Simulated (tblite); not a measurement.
Compound: C₄H₈N₂P (charge +1).
Atom-mapped SMILES: `[NH2:1][PH2+:2][n:3]1[cH:4][cH:5][cH:6][cH:7]1` (hydrogens: H8, H9 on N1; H10, H11 on P2; H12 on C4; H13 on C5; H14 on C6; H15 on C7)

Structure optimised with GFN2-xTB, isolated species.

(1) What internal coordinates does the optimisation give?

## Answers

(1) 
```tsv
bond	length (Å)
N1–P2	1.628
P2–N3	1.637
N3–C4, N3–C7	1.399
C4–C5, C6–C7	1.351
C5–C6	1.426
N1–H8, N1–H9	1.015
P2–H10, P2–H11	1.383
C4–H12, C7–H15	1.072
C5–H13, C6–H14	1.072
```

Bonds in one row agree within 0.01 Å and their mean is given. A selection of angles:
```tsv
angle	degrees
P2–N1–H8	119.4
H8–N1–H9	112.8
N1–P2–N3	108.0
N1–P2–H10	104.6
N1–P2–H11	117.8
N3–P2–H10	114.2
N3–P2–H11	104.8
H10–P2–H11	107.8
P2–N3–C4	125.5
C4–N3–C7	107.6
N3–C4–C5	108.2
N3–C4–H12	120.8
C5–C4–H12	131.0
C4–C5–C6	108.0
C4–C5–H13	126.5
C6–C5–H13	125.6
C7–C6–H14	126.5
```

Dihedral angles: N1–P2–N3–C4 -43° (synclinal). The mirror-image conformer, all signs reversed, is as good.

Of the pairs four or more bonds apart, N1···H12 is among the closest relative to their van der Waals radii: 2.85 Å, 104 % of the sum of Bondi's values. C4 (aromatic CH next to a ring nitrogen) is planar (angles 131.0°, 120.8° and 108.2°, sum 360.0°, 0.01 Å off the plane of its three neighbours). C5 (aromatic CH carbon) is planar (angles 126.5°, 125.6° and 108.0°, sum 360.0°, 0.00 Å off the plane of its three neighbours). P2 (phosphorus bonded to 2 N and 2 H) is distorted tetrahedral (angles from 104.6° to 117.8°). N1 (nitrogen bonded to P and 2 H) has angles 119.4°, 118.7° and 112.8°, sum 350.9°, 0.20 Å off the plane of its three neighbours. The 3 C–C bonds span 1.351 Å (C6–C7, aromatic) to 1.426 Å (C5–C6, aromatic), a spread of 0.075 Å. The 5-membered ring N3–C4–C5–C6–C7 has internal angles of 107.6° to 108.3° (sum 540°, against 540° for a flat polygon); it is planar, 0.01 Å rms from its mean plane, widest ring torsion 1°.

Point group: C1 (no symmetry element, even within 0.4 Å). Its GFN2-xTB frequencies are all real (lowest 63 cm⁻¹). Torsions: H–N1–P2–N3 164° and -52°, N1–P2–N3–C4 -43°.

Time: 0.82 s of wall time. Hardware: an Arm Neoverse V1 with one thread, shared host with 64 logical CPUs at a one-minute load of 62. That covers the optimisation of the geometry.

All values are computed, not measured.
